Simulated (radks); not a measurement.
Isoelectronic series with 49 electrons, all held in the configuration [Kr] 4d10 5s2 5p1, which need not be the ground one along the series. All-electron calculation, Dirac Kohn-Sham, PBE, spin-unpolarised, spherical densities, point nucleus; open shells are shared between the two j in proportion to 2j + 1. Program: a radial shooting solver on a logarithmic mesh with Libxc functionals. Total energies (hartree) and orbital eigenvalues (Ry):

| ion | E (hartree) | 5p3/2 | 5p1/2 | 5s1/2 |
|---|---|---|---|---|
| In | -5883.21451 | -0.17837 | -0.20035 | -0.60322 |
| Sn+ | -6178.74853 | -0.74075 | -0.78264 | -1.30863 |
| Sb2+ | -6482.60316 | -1.45585 | -1.52019 | -2.16129 |
| Te3+ | -6794.79559 | -2.29494 | -2.38477 | -3.13670 |
| I4+ | -7115.35509 | -3.24547 | -3.36410 | -4.22429 |
| Xe5+ | -7444.31809 | -4.30027 | -4.45124 | -5.41808 |
| Cs6+ | -7781.7262 | -5.45467 | -5.64180 | -6.71422 |
| Ba7+ | -8127.6254 | -6.70543 | -6.93278 | -8.11011 |
| La8+ | -8482.0650 | -8.05016 | -8.32206 | -9.60392 |
| Ce9+ | -8845.0979 | -9.48706 | -9.80813 | -11.19434 |
| Pr10+ | -9216.7797 | -11.01472 | -11.38989 | -12.88044 |
